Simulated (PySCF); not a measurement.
# Radial density of Pb(51+) (lead, charge +51)

UHF, [Ar] 3d10 4s2 4p1, 2P determinant. Computed with PySCF 2.14 in an even-tempered Gaussian basis (17 s from 6.4 bohr⁻², ratio 2.5; 11 p from 8.3 bohr⁻², ratio 2.5; 8 d from 15 bohr⁻², ratio 2.5; 4 f from 40 bohr⁻², ratio 2.7; 4 g from 60 bohr⁻², ratio 2.7), with the non-relativistic Hamiltonian (point nucleus).

| r (bohr) | 4πr²ρ (e/bohr) | 4πr²(ρα − ρβ) |
| --- | --- | --- |
| 0.000332 | 0.5211 | 0.0000 |
| 0.000558 | 1.420 | 0.0000 |
| 0.000939 | 3.776 | 0.0000 |
| 0.00158 | 9.617 | 0.0001 |
| 0.00266 | 22.81 | 0.0006 |
| 0.00447 | 47.99 | 0.0036 |
| 0.00752 | 82.87 | 0.0211 |
| 0.0126 | 105.3 | 0.1074 |
| 0.0213 | 97.19 | 0.3992 |
| 0.0358 | 114.0 | 0.7872 |
| 0.0602 | 144.6 | 0.2392 |
| 0.101 | 112.3 | 0.6813 |
| 0.170 | 117.8 | 0.8493 |
| 0.286 | 27.85 | 2.2806 |
| 0.482 | 6.614 | 2.1313 |
| 0.810 | 0.07135 | 0.0145 |

A non-relativistic calculation at this Z misses sizeable relativistic shifts. Spin-orbit coupling, absent here, splits the open shell strongly.
